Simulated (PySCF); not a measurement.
# A small calculation by hand: chemical shift, span and skew from a shielding tensor

B(F)(Br)(OH) (BBrFHO), SMILES OB(F)Br. Atoms are numbered in the order given.

```xyz
5

B     -0.0141     0.9338     0.0000
F     -1.1900     1.5585     0.0000
Br     0.0183    -0.9779     0.0000
O      1.1413     1.6194     0.0000
H      1.0084     2.5764     0.0000
```

Geometry optimised at ωB97X-D3(BJ)/def2-SVP. Other conformers were not sampled.

GIAO shieldings from B3LYP/pcSseg-2 (PySCF), non-relativistic, no solvent. The symmetric part of the tensor of F2 has the principal values 105.7, 282.6, 328.1 ppm. The same nucleus in CFCl3 has σ = 159.6 ppm at this level (PySCF, at its B3LYP-D3(BJ)/def2-TZVP geometry). Without spin–orbit terms, shifts of atoms bonded to Cl or Br come out too high.

Problem. Work out the isotropic shielding, the ¹⁹F shift against CFCl3, the span and the skew.

Solution. 
σ(iso) = (σ11 + σ22 + σ33)/3 = 238.8 ppm. δ = σ(ref) − σ(iso) = 159.6 − (238.8) = -79.2 ppm.
Span Ω = σ33 − σ11 = 222.4 ppm. Skew κ = 3(σ(iso) − σ22)/Ω = -0.59. Tumbling in solution averages the tensor to δ; in a static solid the shielding alone would spread this spin-1/2 line over Ω.
